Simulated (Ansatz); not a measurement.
Stepwise reaction of `[S]=[W](=[S])([Cl])[Cl]` with hydrogen fluoride, as a gas-phase model of exchange steps in deposition or etching. ΔE in kJ/mol; ΔG adds harmonic PBE0-D4 terms to CCSD(T)/CBS, at 1 bar.

Isolated molecules relaxed with PBE0-D4/def2-TZVP in Ansatz; ΔE leaves out vibrations. CCSD(T)/CBS adds triple-zeta CCSD(T) − MP2 to the extrapolated MP2 energy (def2 sets, frozen cores). This one scheme is used for every species. Functionals use def2-TZVPP. B3LYP here is the variant with VWN-RPA as its local correlation; programs differ in this. def2 core potentials past Kr. For W outer-core shells are correlated without core-valence functions, which leaves a few kJ/mol of doubt a bond.

```
step                                                        reaction  PBE-D4  B3LYP-D4  ωB97M-V  CCSD(T)/CBS  ΔG(400 K)
   2  `[F][W](=[S])(=[S])[Cl]` + H–F → `[F][W]([F])(=[S])=[S]` + HCl     4.2       3.5      0.6         16.6       12.7
```

(1) Give the row of step 1, `[S]=[W](=[S])([Cl])[Cl]` + H–F → `[F][W](=[S])(=[S])[Cl]` + HCl. (Best estimate.)

(2) By hand: ΔE of the 2 steps together at CCSD(T)/CBS.

Results:

(1) Computed: 
```csv
step,reaction,PBE-D4,B3LYP-D4,ωB97M-V,CCSD(T)/CBS,ΔG(400 K)
1,`[S]=[W](=[S])([Cl])[Cl]` + H–F → `[F][W](=[S])(=[S])[Cl]` + HCl,5.6,5.2,1.5,18.1,9.6
```

(2) (18.1) + (16.6) = 34.7 kJ/mol, or 17.4 kJ/mol a step.

In ΔE the steps differ by no more than 1.5 kJ/mol. All are uphill at CCSD(T)/CBS. ΔG lies between 9.6 and 12.7 kJ/mol a step. PBE-D4 differs from CCSD(T)/CBS by -12.5 to -12.4 kJ/mol a step. Isolated molecules leave out the surface, adducts and barriers. Largest T1 diagnostic: 0.022.
